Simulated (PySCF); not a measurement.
## Basis and Hamiltonian dependence of the excitation energy of B

B [He] 2s2 2p1 (2P) → B [He] 2s1 2p1 3s1 (4P). Calculated with PySCF 2.14 from differences of total energies of unrestricted determinants, without spin-orbit coupling. Values in eV.

```
                                                              basis       Hamiltonian  functions    UHF  r2SCAN   PBE0  MP2 (valence)  CCSD(T) (valence)  CCSD(T) (valence and next inner shell)
                                                     aug-cc-pVDZ-DK     spin-free X2C         23  8.167   9.173  9.258          9.050              9.581                                     n/a
                                                        aug-cc-pVDZ  non-relativistic         23  8.164   9.169  9.254          9.046              9.578                                     n/a
                                                      aug-cc-pwCVDZ  non-relativistic         27  8.142   9.140  9.228          9.058              9.582                                   9.586
                                                        def2-TZVPPD  non-relativistic         37  8.068   9.077  9.162          9.101              9.588                                   9.584
     x2c-TZVPPall with one added diffuse shell each of s, p, d type     spin-free X2C         40  8.020   9.047  9.135          9.058              9.545                                   9.542
                                                     aug-cc-pVTZ-DK     spin-free X2C         46  8.082   9.090  9.178          9.129              9.607                                     n/a
                                                      aug-cc-pwCVTZ  non-relativistic         59  8.072   9.082  9.174          9.145              9.614                                   9.620
                                                    aug-cc-pCVTZ-DK     spin-free X2C         59  8.078   9.089  9.179          9.140              9.612                                   9.623
                                                        def2-QZVPPD  non-relativistic         63  8.063   9.075  9.160          9.168              9.620                                   9.617
                                                        aug-cc-pVQZ  non-relativistic         80  8.035   9.064  9.147          9.153              9.601                                     n/a
aug-cc-pVQZ with one added diffuse shell each of s, p, d, f, g type  non-relativistic        105  7.970   9.033  9.114          9.097                n/a                                     n/a
                                                      aug-cc-pwCVQZ  non-relativistic        109  8.034   9.061  9.143          9.161                n/a                                     n/a
                                                        aug-cc-pV5Z  non-relativistic        127  8.017   9.048  9.133          9.163                n/a                                     n/a
```

Question: Estimate the row for dyall-av2z (non-relativistic, 42 functions).

Answer: From the rows with the same Hamiltonian and similar size; the calculation gives UHF 8.09; r2SCAN 9.10; PBE0 9.19; MP2 (valence) 9.05; CCSD(T) (valence) 9.56 (eV).

Frozen in the all-electron rows: valence: 1s2; valence and next inner shell: nothing.

The upper state lies above the first ionisation limit, but in LS coupling its spin forbids autoionisation to the ground ion. A Rydberg-like electron needs more diffuse functions than a valence basis has.
